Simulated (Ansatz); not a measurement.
Geometry optimisation, RKS PBE0-D4/def2-SVP in Ansatz 0.2.0.

input.yaml

```yaml
crystal:
  periodic: [false, false, false]
  atoms:
    - { symbol: B, position_ang: [0.0, 0.0, 0.0] }
    - { symbol: F, position_ang: [0.0, 0.0, 1.32] }
    - { symbol: Cl, position_ang: [1.6108, 0.0, -0.93] }
    - { symbol: Cl, position_ang: [-1.6108, 0.0, -0.93] }
basis:
  gaussian: { orbitals: def2-SVP }
hamiltonian:
  xc: pbe0
  dispersion: d4
relax:
  f_tol: 0.02
  max_steps: 40
```

Run as:

```bash
$ ansatz run input.yaml --threads 1 --pin off --max-ram 2048MiB --backend cpu --events-out ev --progress --plain --runs-dir out
```

Problem. Where does it end, and by what steps?

Solution. It converged. After 4 steps the energy has fallen by 0.325 eV; Cl3 moved furthest, 0.10 Å.

| step | energy less start (eV) | largest force component (eV/Å) | accepted |
| --- | --- | --- | --- |
| 0 | 0.0000 | 2.131 | yes |
| 1 | -0.2655 | 1.106 | yes |
| 2 | -0.3226 | 0.306 | yes |
| 3 | -0.3248 | 0.135 | yes |
| 4 | -0.3250 | 0.002 | yes |

```xyz
4
Properties=species:S:1:pos:R:3
B 0.000 0.000 -0.037
F 0.000 0.000 1.273
Cl 1.520 0.000 -0.888
Cl -1.520 0.000 -0.888
```

Whether the end is a true minimum wasn't checked by a vibrational analysis.

Run time: 10 s on 1 thread of Arm Neoverse V1, with other jobs on the host, peak memory 0.12 GiB.
